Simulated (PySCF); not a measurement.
# Dipole moment and polarisability of `C=Cc1cn(C)cp1`

C6H8NP.
Geometry (GFN2-xTB, Å), atoms numbered from 1 in this order:
```
atom  x, y, z in Å
C1     3.2920   -0.5562   -0.3487
C2     2.2269    0.2325   -0.4206
C3     0.8844   -0.1792   -0.0784
C4    -0.2113    0.6431   -0.1776
N5    -1.3734    0.0548    0.1825
C6    -2.6380    0.7393    0.1874
C7    -1.2090   -1.2290    0.5762
P8     0.4106   -1.7889    0.5122
H9     3.2005   -1.5788   -0.0180
H10    4.2773   -0.2143   -0.6141
H11    2.3265    1.2594   -0.7551
H12   -0.2148    1.6676   -0.5078
H13   -2.7339    1.3558   -0.7072
H14   -2.7264    1.3841    1.0665
H15   -3.4485    0.0125    0.2041
H16   -2.0703   -1.7938    0.8872
```

Level: B3LYP/def2-SVPD (PySCF), static field, nuclei fixed, core orbitals frozen in the response. The polarisability tensor in these axes (au):

```
x   147.58 -12.05  -9.59
y   -12.05 103.67  -9.98
z    -9.59  -9.98  70.38
```

Give the principal values, the mean and the anisotropy Δα = √{½[(α1 − α2)² + (α2 − α3)² + (α1 − α3)²]}.

Principal values 65.67, 104.69 and 151.26 au; mean 107.21 au = 15.89 Å³ = 17.68 × 10⁻⁴⁰ C²·m²/J; Δα = 74.22 au (69 % of the mean).

What is the dipole moment, and where does it point?

(-3.17, 2.46, -0.30) D, 4.02 D in size, pointing from the negative to the positive side. Measured along this direction, the outermost atoms are H9 and H10 at the negative end and H13 at the positive end.

What depolarisation ratio follows for Rayleigh scattering of linearly polarised light, taking the static tensor?

ρ = 3Δα²/(45ᾱ² + 4Δα²) = 16526.3/(517206 + 22035.1) = 0.0306.

Refractivity n − 1 of an ideal gas of it at 298.15 K and 1 atm, from the electronic α?

N = p/kT = 2.4615 × 10¹⁹ cm⁻³, so n − 1 = 2π × N × 15.89 × 10⁻²⁴ cm³ = 2457 × 10⁻⁶ at long wavelengths.

Directions of the eigenvectors, and the extent of the frame along each?

Largest value along (0.97, -0.23, -0.09), where the nuclei span 7.62 Å; middle along (0.19, 0.93, -0.32), 4.19 Å; least along (0.15, 0.30, 0.94), 1.68 Å. The response follows the extents in order.

One conformer (not necessarily the lowest) at the GFN2-xTB geometry, without solvent, vibrations or thermal averaging. GFN2-xTB frequencies show an imaginary mode (30i cm⁻¹), so this geometry is no minimum at that level.

The run behind these numbers computed excited states as well. Cost: about 1.7 min of CPU time on one thread; the machine was shared, so the figure is rough.
